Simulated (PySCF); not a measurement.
Hf(F)2(OH)2 (F₂H₂HfO₂), SMILES [OH][Hf]([F])([OH])[F], multiplicity 1.

Geometry: B3LYP-D3(BJ)/def2-SVP. The spin state was assumed, not searched. The structure was generated by enumeration; whether it is a known compound was not checked. The def2 effective core potentials stand for the cores of Hf; spin–orbit coupling is left out. Other conformers were not sampled.

Two levels are set side by side: TDA-PBE/def2-SVPD (PySCF) and TDA-ωB97X/def2-SVPD (PySCF). Vertical, same geometry. The lowest singlet is HOMO→LUMO 99 % with PBE and HOMO→LUMO 83 % with the other functional; states are paired by order. Differences are taken from unrounded values.

| quantity | TDA-ωB97X | TDA-PBE | TDA-PBE minus TDA-ωB97X |
|---|---|---|---|
| lowest singlet excitation (eV) | 8.27 | 6.78 | -1.49 |
| lowest triplet excitation (TDA) (eV) | 8.05 | 6.61 | -1.44 |

A lower first singlet is the usual sign of a functional without exact exchange. Differences between two approximate levels are no errors against the true value.

Rough cost on one machine, each run with all the roots and properties that it gave: TDA-ωB97X against TDA-PBE about 8 times.
